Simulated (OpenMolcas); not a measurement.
An OpenMolcas run meant for Ta2+ (ANO-R0, X2C; inactive shells 1s 2s 2p 3s 3p 3d 4s 4p 4d 4f 5s 5p; intended active space 3 electrons in 5 orbitals (5d)). One step of its input:

```
&RASSCF
FileOrb=start.orb
Symmetry=1
Spin=4
nActEl=3 0 0
Inactive=19 15
Ras2=5 0
CIRoot=10 10 1
SDav=10
CIMx=300
Iter=71 100
PrWF=0.3
OrbListing=Nothing
MaxOrb=0
Atom
>>> COPY $Project.JobIph JOB001
```

Lines from the output:

```
--- SEWARD ---
Basis set label: TA.ANO-R...6S4P3D1F.

      Electronic valence basis set:
      ------------------
      Associated Effective Charge  73.000000 au
      Associated Actual Charge     73.000000 au
      Nuclear Model: Finite nucleus - Gaussian distribution
        Gaussian exponent, Xi/bohr**(-2):  1.49593E+08

      Shell  nPrim  nBasis  Cartesian Spherical Contaminant
         s      25       6        X
         p      20       4        X
         d      15       3                 X
         f      10       1                 X
                  Relativistic X2C integrals
                  Atomic mean-field integrals
--- RASSCF ---

         Deleted:   0   0
 Basis functions:  21  19
  Have you used a too small basis set?
 ********************************************
--- Stop Module: rasscf at  /rc=_RC_INPUT_ERROR_ ---
.####################.
.# User input error #.
.####################.
```

Task: What is wrong with the input?

Result: The inactive counts of the gerade and ungerade irreps are swapped.
